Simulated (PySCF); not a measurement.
**Spin–spin coupling constants**

Molfile (atoms numbered from 1):
```
C5H11Se
     RDKit          3D

 17 16  0  0  0  0  0  0  0  0999 V2000
   -0.3408   -1.3707    0.2553 C   0  0  0  0  0  0  0  0  0  0  0  0
   -0.1104    0.1397    0.1489 C   0  0  0  0  0  0  0  0  0  0  0  0
   -1.1724    0.7570   -0.7601 C   0  0  0  0  0  0  0  0  0  0  0  0
    1.2757    0.4062   -0.4369 C   0  0  0  0  0  0  0  0  0  0  0  0
   -0.2072    0.7644    1.5605 C   0  0  0  0  0  0  0  0  0  0  0  0
    0.0551    2.7114    1.6864 Se  0  0  0  0  0  1  0  0  0  0  0  0
   -0.2824   -1.8647   -0.7314 H   0  0  0  0  0  0  0  0  0  0  0  0
    0.4135   -1.8378    0.9118 H   0  0  0  0  0  0  0  0  0  0  0  0
   -1.3352   -1.5870    0.6829 H   0  0  0  0  0  0  0  0  0  0  0  0
   -1.0556    1.8536   -0.7324 H   0  0  0  0  0  0  0  0  0  0  0  0
   -1.0869    0.3864   -1.7975 H   0  0  0  0  0  0  0  0  0  0  0  0
   -2.1860    0.5197   -0.3922 H   0  0  0  0  0  0  0  0  0  0  0  0
    1.4636    1.4925   -0.3991 H   0  0  0  0  0  0  0  0  0  0  0  0
    1.3572    0.0372   -1.4753 H   0  0  0  0  0  0  0  0  0  0  0  0
    2.0560   -0.0891    0.1668 H   0  0  0  0  0  0  0  0  0  0  0  0
   -1.2005    0.5003    1.9718 H   0  0  0  0  0  0  0  0  0  0  0  0
    0.5361    0.2519    2.2010 H   0  0  0  0  0  0  0  0  0  0  0  0
  1  2  1  0
  2  3  1  0
  2  4  1  0
  2  5  1  0
  5  6  1  0
  1  7  1  0
  1  8  1  0
  1  9  1  0
  3 10  1  0
  3 11  1  0
  3 12  1  0
  4 13  1  0
  4 14  1  0
  4 15  1  0
  5 16  1  0
  5 17  1  0
M  CHG  1   6  -1
M  END
```

Method: B3LYP/pcJ-1 (pcSseg-1 on Se) (without the spin–dipole term)//PBE0-D3(BJ)/def2-SVP, PySCF; isolated molecule, single conformer, non-relativistic. Couplings are averaged over pairs made equivalent by symmetry, fast rotation or ring inversion, so a value needn't be that of the named pair in this geometry, while other rotamers aren't included; one pair stands for each set, and the list holds those of at least 0.8 Hz over up to four bonds.

Isotopes: 13C, 1H.

```
    pair  bonds  J (Hz)
  C1, C2      1    39.0
  C1, H7      1       ?
  C2, C5      1    33.8
 C5, H16      1   136.1
  C1, C3      2     1.0
  C1, C5      2     1.4
  C2, H7      2    -3.1
 C2, H16      2    -2.2
  H7, H8      2   -12.0
H16, H17      2   -11.6
 C1, H10      3       ?
 C1, H16      3       ?
  C5, H7      3       ?
```

Q: Estimate the withheld couplings, with signs.

A: 
- 1J(C1,H7) = 130.2 Hz (mean over equivalent pairs that range from 125.1 to 142.2 Hz in this conformer)
- 3J(C1,H10) = 5.1 Hz (mean over equivalent pairs that range from 1.7 to 11.9 Hz in this conformer)
- 3J(C1,H16) = 4.1 Hz (mean over equivalent pairs that range from 2.5 to 6.1 Hz in this conformer)
- 3J(C5,H7) = 4.7 Hz (mean over equivalent pairs that range from 2.0 to 9.3 Hz in this conformer)

Relativistic effects of the heavier atoms present are left out.
